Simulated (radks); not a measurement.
The mean radii <r> (bohr) of the occupied orbitals of an atom or ion are listed with their occupations. All-electron calculation, Dirac Kohn-Sham, PBE, spin-unpolarised, spherical densities, point nucleus. Program: a radial shooting solver on a logarithmic mesh with Libxc functionals.

| orbital | occ. | <r> |
|---|---|---|
| 1s1/2 | 2 | 0.03609 |
| 2s1/2 | 2 | 0.1577 |
| 2p1/2 | 2 | 0.1346 |
| 2p3/2 | 4 | 0.1391 |
| 3s1/2 | 2 | 0.4429 |
| 3p1/2 | 2 | 0.4384 |
| 3p3/2 | 4 | 0.4489 |
| 3d3/2 | 4 | 0.4305 |
| 3d5/2 | 6 | 0.4340 |
| 4s1/2 | 2 | 1.136 |
| 4p1/2 | 2 | 1.233 |
| 4p3/2 | 4 | 1.259 |
| 4d3/2 | 1 | 1.602 |

Name the element and its charge. Open shells, if any, fill j = l - 1/2 first.

Answer. Z = 41, niobium, charge +4: Nb4+ in [Kr] 4d1. The 1s radius gives Z: for a bare nucleus <r> = (2 gamma + 1)/(2Z) with gamma = sqrt(1 - (Z/c)^2), 0.03547 bohr for Z = 41, and screening makes it slightly larger (0.03609 here). The occupations add up to 37, and the charge is Z minus that.
